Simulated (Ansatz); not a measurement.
`F[SiH2][SiH2]S` + H–F → `F[SiH2]F` + `[SiH3]S` at 400 K and 1 bar (cleavage of the Si–Si bond).

Program: Ansatz. Geometries: PBE0-D4/def2-TZVP. ΔE: electronic, gas phase. CBS: MP2 limit from def2 TZ/QZ plus the TZ coupled-cluster correction, frozen cores. This one scheme is used for every species. One conformer a species, not always the lowest.

| species | CCSD(T)/CBS energy (Eh) | H − E (kJ/mol) | S (J/(mol·K)) |
| --- | --- | --- | --- |
| `F[SiH2][SiH2]S` | -1078.81150 | 156.3 | 392.1 |
| H–F | -100.39570 | 36.5 | 182.2 |
| `F[SiH2]F` | -489.99391 | 78.4 | 280.0 |
| `[SiH3]S` | -689.27336 | 109.8 | 293.0 |

H − E and S are ideal-gas, rigid-rotor, harmonic terms from PBE0-D4/def2-TZVP, for one conformer and one mirror image of each species. 1 Eh = 2625.50 kJ/mol, R = 8.31446 J/(mol·K).

**Question.** By hand: ΔE, ΔH, ΔS and ΔG.

**Answer.** ΔE = (-489.99391) + (-689.27336) − (-1078.81150) − (-100.39570) = -0.06007 Eh = -157.7 kJ/mol. Δ(H − E) = 78.4 + 109.8 − 156.3 − 36.5 = -4.6, so ΔH = -162.3 kJ/mol. ΔS = 280.0 + 293.0 − 392.1 − 182.2 = -1.3 J/(mol·K). ΔG = -162.3 − 400 × (-1.3)/1000 = -161.8 kJ/mol.

**Question.** By hand: the equilibrium constant, and the temperature at which ΔG would vanish if ΔH and ΔS stayed fixed.

**Answer.** log₁₀ K = −ΔG/(RT ln 10) = 21.1. ΔG = 0 at ΔH/ΔS = 124846 K, far beyond where these terms or the molecules hold.

The number of gas molecules stays the same, so ΔS is small and ΔH decides. A doubt of 5 kJ/mol in ΔE shifts log₁₀ K by 0.7 here. Other conformers and mirror images would add mixing entropy, several J/(mol·K) or more a flexible species. Modes under 60 cm⁻¹, often nearly free rotors, make the harmonic entropy too high. These are equilibria of isolated gas molecules and say nothing of rates. Largest T1 diagnostic: 0.012 (customary marks: 0.02 for closed shells, 0.045 for open ones).
